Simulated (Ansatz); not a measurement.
`CO/C=C/[SiH3]`, relaxed with RKS PBE-D4/def2-SVP in the Gaussian-basis code of Ansatz from a rough embedded geometry. The force threshold is 0.03 eV/Å; the program also tests the step.

The species carries charge 0 and has multiplicity 1.

Start:

```xyz
13

C    -2.007    0.749   -0.790
O    -1.096    0.059   -1.535
C     0.041   -0.275   -0.881
C     0.420   -0.143    0.400
Si    1.996   -0.608    1.161
H    -2.927    0.990   -1.445
H    -2.425    0.171    0.061
H    -1.661    1.704   -0.436
H     0.663   -0.870   -1.631
H    -0.224    0.467    1.043
H     2.740    0.579    1.598
H     2.814   -1.375    0.145
H     1.667   -1.450    2.308
```

Question: By how much does the energy fall, and how many steps does the optimiser take? (Best estimate.)

Answer: The calculation gave: 31.59 kJ/mol, in 6 steps.

Question: Which bonds change most? (Best estimate.)

Answer: The calculation gave: C1–O2 from 1.364 to 1.419 Å; C4–Si5 from 1.811 to 1.862 Å; C1–H6 from 1.155 to 1.105 Å; Si5–H13 from 1.461 to 1.508 Å.

Question: Give the relaxed structure. (Best estimate.)

Answer: The calculation gave: 
```xyz
13

C    -2.071    0.764   -0.814
O    -1.086    0.036   -1.530
C     0.039   -0.307   -0.867
C     0.374   -0.047    0.423
Si    1.994   -0.617    1.143
H    -2.903    0.947   -1.518
H    -2.447    0.188    0.061
H    -1.673    1.738   -0.451
H     0.707   -0.865   -1.547
H    -0.327    0.516    1.062
H     2.834    0.539    1.628
H     2.765   -1.361    0.084
H     1.794   -1.533    2.325
```
